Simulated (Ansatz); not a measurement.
Calculated with Ansatz (gas phase, PBE0-D4/def2-TZVP geometries, no zero-point term in ΔE). CCSD(T)/CBS is the MP2 limit (def2-TZVPP, def2-QZVPP) plus CCSD(T) − MP2 in def2-TZVPP, frozen cores. Functionals use def2-TZVPP. One conformer a species, not always the lowest.

`C=CCS[SiH3]` + `CC(O)O` → `CC(O)O[SiH3]` + `C=CCS`  (ligand exchange at the Si–S bond)

(1) Is it downhill or uphill in electronic energy at CCSD(T)/CBS, and by how much? (An estimate is asked.)

(2) What do these levels give: PBE0-D4, PBE, CCSD/def2-TZVPP, HF/def2-QZVPP, MP2/def2-QZVPP, MP2/CBS(def2)? (An estimate is asked.)

Largest T1 diagnostic among the species: 0.011.

Answers

(1) The calculation gave: Downhill: ΔE = -3.6 kcal/mol.

(2) Ansatz gave: PBE0-D4 -1.2, PBE -1.3, CCSD/def2-TZVPP -5.1, HF/def2-QZVPP -9.0, MP2/def2-QZVPP -3.3, MP2/CBS(def2) -2.8 kcal/mol.

In def2-TZVPP, CCSD(T) changes the Hartree–Fock value by +4.3 kcal/mol (the triples alone add +0.9 kcal/mol) and MP2 by +5.1 kcal/mol. The D4 term adds +1.3 kcal/mol with B3LYP and +0.7 kcal/mol with PBE0; it sums over pairs of atoms, weighted by their polarisabilities, and B3LYP, whose exchange is more repulsive, gets the larger term.

B3LYP here is the variant with VWN-RPA as its local correlation; programs differ in this.
